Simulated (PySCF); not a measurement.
C5H11ClSi2.
Atom-mapped SMILES: `[Cl:1][CH2:2][SiH2:3][C@@H:4]1[CH:5]=[CH:6][SiH2:7][CH2:8]1`

NICS is the negative of the GIAO shielding at a point without a nucleus: at the ring centre (0) and 1 Å above and below it (1); zz is the component along the ring normal. Level: GIAO PBE0/pcSseg-1 (PySCF, non-relativistic, gas phase) on the GFN2-xTB geometry, one conformer.

Ring bond lengths (Å), with Mayer bond orders in brackets: C4–C5 1.489 (1.04), C5–C6 1.331 (1.87), C6–Si7 1.871 (0.92), Si7–C8 1.908 (0.90), C8–C4 1.539 (1.00).

Q: Give the NICS values of each ring in ppm.

A: 
```json
{"ring": "C4–C5–C6–Si7–C8", "type": "5-membered ring with Si; formal bonds 1 double, 4 single", "NICS(0)": "-2.8", "NICS(1), two faces": "-3.4 / -3.4", "NICS(1)zz, two faces": "-3.8 / -3.0", "rms pucker (Å)": "0.09", "centre to ring atoms, mean (Å)": "1.37"}
```

Q: What do they say, and how far can they be read as aromaticity?

A: 
- C4–C5–C6–Si7–C8: mean NICS(1)zz -3.4 ppm, shielded. C4, Si7, C8 have four or more neighbours, and the NICS criterion for π rings isn't applied.

Q: At the first NICS(1) probe listed for ring C4–C5–C6–Si7–C8, 1 Å off the ring, what do the in-plane components average?

A: The isotropic value is a third of the trace: (3 × -3.4 − (-3.8))/2 = -3.2 ppm.

Q: List the ring angles and the Hirshfeld charges of the ring atoms.

A: 
- C4–C5–C6–Si7–C8: C4 109.5° (-0.108 e), C5 119.1° (-0.032 e), C6 111.2° (-0.157 e), Si7 90.6° (+0.334 e), C8 106.3° (-0.159 e); sum 536.7° against 540° for a flat convex ring.
